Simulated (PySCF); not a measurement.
A structure optimised at B3LYP-D3(BJ)/def2-SVP, used in a PySCF frequency run:

```
Sb
F 1 1.8656
F 1 1.8656 2 109.47
F 1 1.8656 2 109.47 3 120.00
F 1 1.8656 2 109.47 3 -120.00
```
Charge +1, spin multiplicity 1.

Task: Write its SMILES, formula and point group.

Result: [F][Sb+]([F])([F])[F], F4Sb, Td

Task: What are its rotational constants (standard atomic weights)?

Result: 2.8662, 2.8662, 2.8662 GHz
